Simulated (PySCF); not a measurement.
**B⁺ (boron, charge +1) across methods**

[He] 2p2, high-spin 3P determinant (an excited configuration). Computed with PySCF 2.14 in aug-cc-pCVTZ-DK (7s6p4d2f, 59 functions), with the spin-free X2C one-electron Hamiltonian (Gaussian nucleus).

```tsv
method	E (hartree)	mean ε 1s α (eV)	mean ε 1s β (eV)	mean ε 2p α (eV)	Σ⟨r²⟩ (bohr²)	⟨S²⟩
B97-3	-23.9548	-202.06	-201.39	-15.857	8.267	2.000
M06	-23.9603	-201.50	-200.88	-15.635	8.312	2.000
r2SCAN	-23.9496	-197.04	-196.22	-14.936	8.229	2.000
PBEsol	-23.8014	-192.77	-191.93	-14.563	8.311	2.000
LDA	-23.6767	-191.89	-191.01	-14.572	8.321	2.000
UHF	-23.84014	-222.81	-221.90	-18.989	8.468	2.000
PBE0	-23.9241	-201.30	-200.41	-15.857	8.303	2.000
BP86	-23.9642	-194.18	-193.42	-14.722	8.260	2.000
PBE	-23.9304	-193.89	-193.01	-14.676	8.293	2.000
```
